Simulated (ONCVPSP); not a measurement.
## Pseudopotential generation for Ru: ONCV, PBE, scalar-relativistic.

The input file (ONCVPSP 4.0.1):

```
# ATOM AND REFERENCE CONFIGURATION
# atsym  z   nc   nv     iexc    psfile
  Ru 44.00    6    4        4      upf
#
#   n    l    f
    1    0    2.00
    2    0    2.00
    2    1    6.00
    3    0    2.00
    3    1    6.00
    3    2   10.00
    4    0    2.00
    4    1    6.00
    4    2    7.00
    5    1    1.00
#
# PSEUDOPOTENTIAL AND OPTIMIZATION
# lmax
    3
#
#   l,   rc,      ep,       ncon, nbas, qcut
    0    1.40    0.00    4    8    9.20
    1    1.70    0.00    4    7    6.90
    2    2.35    0.00    4    9    7.10
    3    2.55    0.07    3    6    4.80
#
# LOCAL POTENTIAL
# lloc, lpopt,  rc(5),   dvloc0
    4    1    0.95   -1.00
#
# VANDERBILT-KLEINMAN-BYLANDER PROJECTORs
# l, nproj, debl
    0    1    1.70
    1    2    1.20
    2    1    3.70
    3    1    2.20
#
# MODEL CORE CHARGE
# icmod, fcfact, rcfact
    1    0.25    0.00
#
# LOG DERIVATIVE ANALYSIS
# epsh1, epsh2, depsh
   -4.00    5.00    0.02
#
# OUTPUT GRID
# rlmax, drl
    6.00    0.01
#
# TEST CONFIGURATIONS
# ncnf
    4
# nvcnf
#   n    l    f
    5
    4    0    2.00
    4    1    6.00
    4    2    7.00
    5    1    0.00
    5    0    1.00
#
    4
    4    0    2.00
    4    1    6.00
    4    2    7.00
    5    1    0.00
#
    4
    4    0    2.00
    4    1    6.00
    4    2    6.00
    5    1    0.00
#
    4
    4    0    2.00
    4    1    6.00
    4    2    4.00
    5    1    0.00
#
```

Command:

```bash
oncvpsp.x < Ru.dat > Ru.out
```

Output (shortened: citation, most of the input echo, consistency checks and plot data are left out):

```
ONCVPSP  (Optimized Norm-Conservinng Vanderbilt PSeudopotential)
scalar-relativistic version 4.0.1

#   n    l    f        energy (Ha)
    1    0    2.00    -8.0625095E+02
    2    0    2.00    -1.1597001E+02
    2    1    6.00    -1.0386813E+02
    3    0    2.00    -2.0469753E+01
    3    1    6.00    -1.6492666E+01
    3    2   10.00    -1.0094154E+01
    4    0    2.00    -2.8660566E+00
    4    1    6.00    -1.7658060E+00
    4    2    7.00    -2.4862301E-01
    5    1    1.00    -6.3241865E-02

Reference configufation results
  iterations    31
  all-electron total energy (Ha)   -4.53062538D+03

Begin loop to  construct optimized pseudo wave functions
and semi-local pseudopoentials for all angular momenta

Calculating optimized projector #   1

 for l=   0

    Fraction of norm inside rc  0.865901
    Optimizing pswf for qcut=   9.21 a_B^-1,  ecut=  42.46 Ha
    Residual kinetic energy error=  1.22D-06 Ha

    Energy error per electron        Cutoff
         Ha          eV             Ha
         0.01000     0.27211       24.00
         0.00100     0.02721       30.17
         0.00010     0.00272       35.05
         0.00001     0.00027       38.85

Calculating optimized projector #   1

 for l=   1

    Fraction of norm inside rc  0.908059
    Optimizing pswf for qcut=   6.90 a_B^-1,  ecut=  23.77 Ha
    Residual kinetic energy error=  2.30D-06 Ha

    Energy error per electron        Cutoff
         Ha          eV             Ha
         0.01000     0.27211       11.57
         0.00100     0.02721       14.73
         0.00010     0.00272       17.24
         0.00001     0.00027       19.64

Calculating optimized projector #   2

 for l=   1

    Fraction of norm inside rc  0.018850
    Optimizing pswf for qcut=   6.90 a_B^-1,  ecut=  23.77 Ha
    Residual kinetic energy error=  2.35D-06 Ha

    Energy error per electron        Cutoff
         Ha          eV             Ha
         0.01000     0.27211        7.08
         0.00100     0.02721       10.80
         0.00010     0.00272       13.77
         0.00001     0.00027       16.84

Calculating optimized projector #   1

 for l=   2

    Fraction of norm inside rc  0.834600
    Optimizing pswf for qcut=   7.11 a_B^-1,  ecut=  25.25 Ha
    Residual kinetic energy error=  1.13D-07 Ha

    Energy error per electron        Cutoff
         Ha          eV             Ha
         0.01000     0.27211       13.52
         0.00100     0.02721       16.94
         0.00010     0.00272       19.60
         0.00001     0.00027       21.76

   Wellstate for l =  3  n =  4
     eigenvalue =   0.0700
     asymptotic potential =   0.5700
     half-point radius = 27.7596

Calculating optimized projector #   1

 for l=   3

    Fraction of norm inside rc  0.000240
    Optimizing pswf for qcut=   4.80 a_B^-1,  ecut=  11.54 Ha
    Residual kinetic energy error=  1.71D-08 Ha

    Energy error per electron        Cutoff
         Ha          eV             Ha
         0.01000     0.27211        0.19
         0.00100     0.02721        0.41
         0.00010     0.00272        1.19
         0.00001     0.00027        4.50

Construct Vanderbilt / Kleinmman-Bylander projectors

B matrix Hermiticity error, ll=   1
   1   2    9.6373E-05

  Orthonormal projector coefficients  7.9636E+00  1.1532E+00

Model core correction analysis
  based on d2Exc/dn_idn_j

d2excae - all-electron derivatives

   -3.422537D-02   -3.033790D-02   -1.705076D-02   -7.228292D-04
   -3.033989D-02   -2.834611D-02   -1.810568D-02   -6.734749D-04
   -1.708667D-02   -1.818235D-02   -1.690349D-02   -8.398301D-04
   -7.579496D-04   -7.651045D-04   -1.166530D-03   -2.169769D-04

d2excps - pseudofunction derivatives with no core correction

   -3.952399D-02   -3.452560D-02   -1.751184D-02   -8.847808D-04
   -3.452784D-02   -3.156169D-02   -1.822024D-02   -8.326988D-04
   -1.754792D-02   -1.829688D-02   -1.783030D-02   -8.272970D-04
   -9.199241D-04   -9.243250D-04   -1.154020D-03   -2.189663D-04

rms 2nd derivative error    2.163693E-03

Polynomial model core charge

d2excps - pseudofunction derivatives with core correction

   -3.474976D-02   -3.020661D-02   -1.692242D-02   -7.085349D-04
   -3.020871D-02   -2.743645D-02   -1.775420D-02   -6.607473D-04
   -1.695834D-02   -1.783078D-02   -1.791080D-02   -8.011236D-04
   -7.436568D-04   -7.523550D-04   -1.127840D-03   -2.121132D-04

rms 2nd derivative error    3.901449E-04

Pseudoatom total energy  -94.355980

Diagnostic tests using Vanderbilt-Kleinman-Bylander pseudopotentials
  1 or more projectors used as specified by nproj input data

   l    rcore       rmatch      e in        delta e   norm test  slope test

   0   1.4046222   1.4472696  -2.8660566  -0.0000071   0.9999947   0.9999998

   1   1.7009632   1.7526081  -1.7658060  -0.0000011   1.0001396   1.0001445
   1   1.7009632   1.7526081  -0.0632419   0.0000019   1.0000494   1.0000425

   2   2.3636538   2.4354194  -0.2486230  -0.0000007   0.9999982   1.0000037

   3   2.5548041   2.6323735   0.0700000  -0.0000429   1.0000192   1.0000192

 Testing for bound ghosts
   n   l    E NL Schr. Eq   E Basis Diag.   E Cutoff

   1   0       -2.866064       -2.866057     96.00

   2   1       -1.765807       -1.765802     77.38
   3   1       -0.063240        0.080189     77.38

   3   2       -0.248624       -0.248379     61.78

 Testing for highly-localized positive-energy ghosts
       l    <radius>/rc     E Basis Diag.   E Cutoff

       0        0.904238        0.799161     96.00  WARNING - GHOST(+)

       3        0.788273        2.196350     21.95  WARNING - GHOST(+)

Test configuration 0

   n   l     f        eae           eps        diff
   1   0  2.0000 -806.25094896
   2   0  2.0000 -115.97001271
   2   1  6.0000 -103.86813115
   3   0  2.0000  -20.46975257
   3   1  6.0000  -16.49266584
   3   2 10.0000  -10.09415356
   4   0  2.0000   -2.86605659   -2.86606365   -7.06D-06
   4   1  6.0000   -1.76580603   -1.76580710   -1.07D-06
   4   2  7.0000   -0.24862301   -0.24862372   -7.06D-07
   5   1  1.0000   -0.06324187   -0.06323995    1.91D-06

    Total energies and differences
      AE_ref= -4.53062538D+03  AE_tst= -4.53062538D+03  dif=  0.00D+00
      PS_ref= -9.43559798D+01  PS_tst= -9.43559798D+01  dif=  1.48D-12
      PSP excitation error= -1.48D-12

Test configuration 1

   n   l     f        eae           eps        diff
   1   0  2.0000 -806.19226258
   2   0  2.0000 -115.91337527
   2   1  6.0000 -103.81142209
   3   0  2.0000  -20.41224764
   3   1  6.0000  -16.43517702
   3   2 10.0000  -10.03684495
   4   0  2.0000   -2.80659264   -2.78901020    1.76D-02
   4   1  6.0000   -1.70576332   -1.68911748    1.66D-02
   4   2  7.0000   -0.19118430   -0.17957976    1.16D-02
   5   0  1.0000   -0.15580714   -0.17006298   -1.43D-02

    Total energies and differences
      AE_ref= -4.53062538D+03  AE_tst= -4.53075259D+03  dif= -1.27D-01
      PS_ref= -9.43559798D+01  PS_tst= -9.45042565D+01  dif= -1.48D-01
      PSP excitation error=  2.11D-02

Test configuration 2

   n   l     f        eae           eps        diff
   1   0  2.0000 -806.46376883
   2   0  2.0000 -116.18083304
   2   1  6.0000 -104.07911963
   3   0  2.0000  -20.68091432
   3   1  6.0000  -16.70382927
   3   2 10.0000  -10.30517050
   4   0  2.0000   -3.07860716   -3.07898767   -3.81D-04
   4   1  6.0000   -1.97905601   -1.97931549   -2.59D-04
   4   2  7.0000   -0.46095259   -0.46104947   -9.69D-05

    Total energies and differences
      AE_ref= -4.53062538D+03  AE_tst= -4.53048460D+03  dif=  1.41D-01
      PS_ref= -9.43559798D+01  PS_tst= -9.42151750D+01  dif=  1.41D-01
      PSP excitation error= -1.91D-05

Test configuration 3

   n   l     f        eae           eps        diff
   1   0  2.0000 -806.94069381
   2   0  2.0000 -116.66201928
   2   1  6.0000 -104.56000089
   3   0  2.0000  -21.15985756
   3   1  6.0000  -17.18277160
   3   2 10.0000  -10.78457442
   4   0  2.0000   -3.54654378   -3.54676291   -2.19D-04
   4   1  6.0000   -2.44066224   -2.44111832   -4.56D-04
   4   2  6.0000   -0.88700655   -0.88679527    2.11D-04

    Total energies and differences
      AE_ref= -4.53062538D+03  AE_tst= -4.52981626D+03  dif=  8.09D-01
      PS_ref= -9.43559798D+01  PS_tst= -9.35467689D+01  dif=  8.09D-01
      PSP excitation error= -8.68D-05

Test configuration 4

psatom: WARNING lschvkbb convergence error n,l,iter=   3   1   3
ea(ii),et,emin,emax -6.323995E-02 -6.956395E-02 -6.956395E-02 -6.956395E-02
run_config: WARNING for fully non-local PS atom, stg. 1
 WARNING no output for configuration 5
```

The run took about 3 s on one core of a shared server CPU.
